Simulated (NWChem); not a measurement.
## Atomisation of MgO

```xyz
2

Mg     0.0000     0.0000     0.6990
O      0.0000     0.0000    -1.0486
```
Charge 0, spin multiplicity 1.

Everything below was run with NWChem. All single points use one geometry, from PBE0/def2-SVP, a minimum by its harmonic frequencies.

Basis set: def2-TZVP. The atomisation energy is electronic alone: no zero-point, thermal, spin-orbit or counterpoise terms. No value is extrapolated to the basis-set limit. Free atoms are single determinants with multiplicities Mg 1, O 3. Correlated methods freeze the same cores in atoms and molecule, 6 orbitals in all.

The structure started from a generated list of species. The stability of the SCF solutions was not checked. Open-shell Hartree-Fock references start from PBE0 orbitals.

Q: One of these methods gave an atomisation energy of 46.8 kcal/mol. Which?
(A) HF
(B) PBE0
(C) BP86
(D) MP2

A: B, PBE0. The others give 71.0 (MP2), -29.9 (HF), 66.4 (BP86).
